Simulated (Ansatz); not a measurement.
Wavefunction ladder for CH$_{3}$F$_{3}$HfSe (`C[Se][Hf]([F])([F])[F]`)

Z-matrix (Å, degrees):
```
C
Se 1 1.977
H 1 1.088 2 105.9
H 1 1.089 2 111.1 3 118.1
H 1 1.088 2 110.3 3 -118.4
Hf 2 2.557 1 93.0 3 -171.0
F 6 1.895 2 108.6 1 178.3
F 6 1.899 2 108.4 1 -59.7
F 6 1.899 2 107.9 1 56.3
```

Total charge 0; spin multiplicity 1. Correlated methods include outer-core shells of Hf, Se, which these sets cover unevenly. Scalar relativity is left out up to krypton. Hf takes the def2 core potential. The geometry is a stationary point of PBE0-D4/def2-TZVP. It is one conformer, not always the lowest. Frozen core, restricted reference, Ansatz.

```
     basis      HF (Eh)  MP2 corr.  CCSD corr.       (T)  CCSD(T) total
  def2-SVP            ?          ?    -1.17618  -0.03010              ?
def2-TZVPP  -2785.72389          ?           –         –              –
def2-QZVPP  -2785.78780          ?           –         –              –
```

Task: Fill in the withheld values. (Estimate.)

Result: Computed: def2-SVP HF (Eh): -2784.97924; def2-SVP MP2 corr.: -1.16351; def2-SVP CCSD(T) total: -2786.18552; def2-TZVPP MP2 corr.: -1.51990; def2-QZVPP MP2 corr.: -1.95616.
